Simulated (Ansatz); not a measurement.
Job for Ansatz (a first-principles code): R-B3LYP/def2-TZVPPD on C2H6F2 (a complex), monomers drawn apart or pushed together. Files ending in .json are basis or fitting sets from the Basis Set Exchange.

Ansatz 0.2 input:
```yaml
crystal:
  periodic: [false, false, false]
  atoms:
    - {symbol: C, position_ang: [-0.02521954, -0.03456342, -0.24427788]}
    - {symbol: H, position_ang: [0.30674190, 0.85721560, 0.28550750]}
    - {symbol: H, position_ang: [-1.10735104, -0.00543579, -0.37181517]}
    - {symbol: H, position_ang: [0.44892211, -0.07179702, -1.22398833]}
    - {symbol: H, position_ang: [0.25411508, -0.91839595, 0.32751309]}
    - {symbol: F, position_ang: [0.29621999, 1.13400355, 2.85768583]}
    - {symbol: C, position_ang: [-0.51679357, 0.05013243, 2.99974510]}
    - {symbol: F, position_ang: [0.24338977, -1.07627769, 2.90304708]}
    - {symbol: H, position_ang: [-1.24485233, 0.05087010, 2.18797724]}
    - {symbol: H, position_ang: [-0.96953918, 0.08130013, 3.99211109]}
basis:
  gaussian:
    orbitals: def2-TZVPPD.json
hamiltonian:
  xc: {name: B3LYP}
scf: {lower_state_search: off}
```

The head of its log:

```
WARN ansatz: RAYON_NUM_THREADS=1 ignored (pool sized by the plan → 1); use --threads N
Functional definition: B3LYP
these checks for a lower state are left out or cut short: stability, starts, cluster_reference, orbital_swaps, neighbouring_geometries, increment
integrals: 0.14 GiB planned
1096 factors; their error is unknown
mean field: 1.40 GiB planned
mean field evaluation 1: about -7602.4022 eV, gradient 5.9e1 eV
mean field evaluation 2: about -7599.8528 eV, gradient 6.6e1 eV
```

Task: Predict the final total energy.

Result: -279.6361 hartree.
